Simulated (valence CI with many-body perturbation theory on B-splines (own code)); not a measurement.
E1 transitions of Gd32+

Method: configuration interaction combined with many-body perturbation theory (CI+MBPT): four valence electrons over a frozen Dirac-Fock core [Ar] 3d10, radial functions for each j: 11 s, 11 p, 9 d, 7 f, 5 g, 2 h, 1 i, with the one-electron correlation potential Σ1, the two-electron term Σ2, the three-electron term Σ3, Breit, model QED; selected CI, second order for the rest (own B-spline code, finite nucleus).

The last digits are not significant, and no measured levels were compared; by estimate large intervals hold to a few tenths of a per cent, small ones and those within an open d or f shell to about a per cent.

Lines 51 to 100 of 226 in falling wavelength, among levels below 2539300 cm⁻¹, chosen from the strongest by gf and those to the six lowest levels. Wavelengths and rates use the calculated energies. Electric multipoles are in the length gauge, E1 and E2 with the static RPA response of the core. Weak lines are less certain than strong ones. Lines between different terms over intervals too small for the method are left out, as are lines whose strength nearly cancels. Where a level lies close to another of its J and parity, the split of strength between their lines is uncertain. The highest levels of a list are the least certain.

Levels are named by their leading jj configuration (3d3/2^4 stands for four electrons in 3d with j = 3/2), which in mixed levels can hold well under half, so a name can repeat and another be missing. Letters in brackets count levels of one name in rising energy.

```
λ vac (nm)                           Upper                       Lower   A (s⁻¹)  log gf  Branch %
     14.74           (4p1/2^2 4p3/2^2) J=2      (4s 4p1/2 4p3/2^2) J=3  2.49e+10   -0.39      17.4
     14.72      (4s 4p1/2 4p3/2^2) J=2 [b]          (4s^2 4p3/2^2) J=2  7.56e+09   -0.91       3.9
     14.53  (4s 4p1/2 4p3/2 4d5/2) J=2 [b]            (4s 4p3/2^3) J=2  9.49e+09   -0.82       3.6
     14.44  (4s 4p1/2 4p3/2 4d5/2) J=3 [a]            (4s 4p3/2^3) J=2  3.18e+09   -1.16       1.6
     13.68          (4s^2 4p1/2 4d3/2) J=1          (4s^2 4p3/2^2) J=2  4.41e+09   -1.43       0.7
     13.65           (4p1/2^2 4p3/2^2) J=2  (4s 4p1/2 4p3/2^2) J=2 [a]  1.11e+10   -0.81       7.8
     13.65          (4s^2 4p1/2 4d5/2) J=3          (4s^2 4p3/2^2) J=2  1.64e+09   -1.50       1.1
     13.34          (4s^2 4p1/2 4d5/2) J=2          (4s^2 4p3/2^2) J=2  2.27e+09   -1.52       0.6
     12.91  (4s 4p1/2 4p3/2 4d3/2) J=2 [a]  (4s 4p1/2 4p3/2^2) J=2 [b]  4.97e+09   -1.21       8.5
     11.82      (4s 4p1/2 4p3/2^2) J=2 [a]      (4s^2 4p1/2 4p3/2) J=2  2.47e+08   -2.59       1.8
     11.52          (4s 4p1/2^2 4d3/2) J=1      (4s 4p1/2^2 4p3/2) J=1  1.16e+10   -1.16      44.3
     11.45      (4s 4p1/2 4p3/2^2) J=2 [a]      (4s^2 4p1/2 4p3/2) J=1  1.24e+10   -0.91      91.6
     11.42  (4s 4p1/2 4p3/2 4d5/2) J=2 [a]  (4s 4p1/2 4p3/2^2) J=2 [b]  2.07e+10   -0.69      16.7
     11.14  (4s 4p1/2 4p3/2 4d3/2) J=2 [a]      (4s 4p1/2 4p3/2^2) J=3  6.57e+09   -1.21      11.2
     11.11  (4s 4p1/2 4p3/2 4d3/2) J=3 [c]  (4s 4p1/2 4p3/2^2) J=2 [b]  1.53e+10   -0.70      17.9
     11.11          (4s 4p1/2 4p3/2^2) J=3      (4s^2 4p1/2 4p3/2) J=2  7.71e+09   -1.00      54.3
     10.91          (4s^2 4p1/2 4d3/2) J=2      (4s^2 4p1/2 4p3/2) J=2  2.52e+09   -1.65      68.2
     10.88  (4s 4p1/2 4p3/2 4d5/2) J=3 [b]      (4s^2 4p1/2 4d5/2) J=2  2.58e+10   -0.49       5.8
     10.82                (4s 4p3/2^3) J=2          (4s^2 4p3/2^2) J=2  2.97e+10   -0.58      62.1
     10.78  (4s 4p1/2 4p3/2 4d5/2) J=4 [b]      (4s^2 4p1/2 4d5/2) J=3  1.09e+10   -0.77       6.2
     10.76  (4s 4p1/2 4p3/2 4d5/2) J=3 [c]      (4s^2 4p1/2 4d5/2) J=2  4.40e+10   -0.27      24.4
     10.70          (4s^2 4p3/2 4d3/2) J=1          (4s^2 4p3/2^2) J=0  7.53e+09   -1.41       1.6
     10.59          (4s^2 4p1/2 4d3/2) J=2      (4s^2 4p1/2 4p3/2) J=1  4.13e+07   -3.46       1.1
     10.56  (4s 4p1/2 4p3/2 4d5/2) J=3 [c]      (4s^2 4p1/2 4d5/2) J=3  1.10e+10   -0.89       6.1
     10.56  (4s 4p1/2 4p3/2 4d5/2) J=4 [c]      (4s^2 4p1/2 4d5/2) J=3  5.63e+10   -0.07      84.5
     10.56  (4s 4p1/2 4p3/2 4d3/2) J=2 [d]      (4s^2 4p1/2 4d3/2) J=1  5.52e+10   -0.34       9.5
     10.43  (4s 4p1/2 4p3/2 4d5/2) J=1 [a]      (4s^2 4p1/2 4d5/2) J=2  1.45e+10   -1.15       5.8
     10.38          (4s 4p1/2^2 4d3/2) J=1      (4s 4p1/2^2 4p3/2) J=2  3.86e+09   -1.73      14.7
     10.34  (4s 4p1/2 4p3/2 4d3/2) J=0 [b]      (4s^2 4p1/2 4d3/2) J=1  5.79e+10   -1.03      10.1
     10.34  (4s 4p1/2 4p3/2 4d3/2) J=2 [b]      (4s^2 4p1/2 4d3/2) J=2  8.31e+10   -0.18      62.6
     10.31          (4s 4p1/2^2 4d3/2) J=2      (4s 4p1/2^2 4p3/2) J=2  4.17e+08   -2.48       1.8
     10.21  (4s 4p1/2 4p3/2 4d3/2) J=1 [d]  (4s 4p1/2 4p3/2^2) J=2 [b]  1.76e+10   -1.08       3.0
     10.20      (4s 4p1/2 4p3/2^2) J=1 [a]      (4s^2 4p1/2 4p3/2) J=2  6.18e+08   -2.54       0.2
     10.18  (4s 4p1/2 4p3/2 4d3/2) J=1 [d]  (4s 4p1/2 4p3/2^2) J=1 [b]  5.13e+10   -0.62       8.7
     10.18  (4s 4p1/2 4p3/2 4d5/2) J=2 [a]      (4s^2 4p1/2 4d3/2) J=2  8.47e+09   -1.18       6.8
     10.17  (4s 4p1/2 4p3/2 4d3/2) J=2 [b]      (4s 4p1/2 4p3/2^2) J=3  1.34e+10   -0.98      10.1
     10.15          (4s 4p1/2 4p3/2^2) J=0      (4s^2 4p1/2 4p3/2) J=1  8.74e+10   -0.87     100.0
     10.05          (4s 4p1/2^2 4p3/2) J=1          (4s^2 4p1/2^2) J=0  1.03e+11   -0.33      84.1
     10.05          (4s^2 4p3/2 4d3/2) J=1          (4s^2 4p3/2^2) J=2  4.31e+10   -0.71       9.2
     10.02  (4s 4p1/2 4p3/2 4d5/2) J=2 [c]      (4s^2 4p1/2 4d5/2) J=2  1.92e+10   -0.84       4.9
     10.01  (4s 4p1/2 4p3/2 4d5/2) J=2 [a]      (4s 4p1/2 4p3/2^2) J=3  9.80e+09   -1.13       7.9
     10.01  (4s 4p1/2 4p3/2 4d5/2) J=1 [b]      (4s^2 4p1/2 4d5/2) J=2  7.96e+10   -0.44      20.8
     10.01  (4s 4p1/2 4p3/2 4d3/2) J=2 [d]  (4s 4p1/2 4p3/2^2) J=2 [b]  1.47e+10   -0.96       2.5
     10.00  (4s 4p1/2 4p3/2 4d5/2) J=3 [c]  (4s 4p1/2 4p3/2^2) J=2 [b]  8.14e+09   -1.07       4.5
     9.985           (4p1/2^2 4p3/2^2) J=0      (4s 4p1/2^2 4p3/2) J=1  1.43e+11   -0.67      71.6
     9.959  (4s 4p1/2 4p3/2 4d5/2) J=3 [d]      (4s^2 4p1/2 4d5/2) J=3  7.87e+10   -0.09      21.1
     9.938  (4s 4p1/2 4p3/2 4d5/2) J=2 [d]      (4s^2 4p1/2 4d5/2) J=2  8.48e+09   -1.20       2.1
     9.936  (4s 4p1/2 4p3/2 4d3/2) J=3 [c]      (4s^2 4p1/2 4d3/2) J=2  5.48e+10   -0.25      64.2
     9.919      (4s 4p1/2 4p3/2^2) J=1 [a]      (4s^2 4p1/2 4p3/2) J=1  1.12e+11   -0.31      44.1
     9.883          (4s^2 4p3/2 4d3/2) J=2          (4s^2 4p3/2^2) J=2  4.78e+08   -2.46       0.1
```

**Question.** How does gf follow from A for the line at 9.985 nm?

**Answer.** gf = 1.4992 × (2J+1)_upper × A / σ², with σ = 1001534 cm⁻¹ and 2J+1 = 1: gf = 0.214.
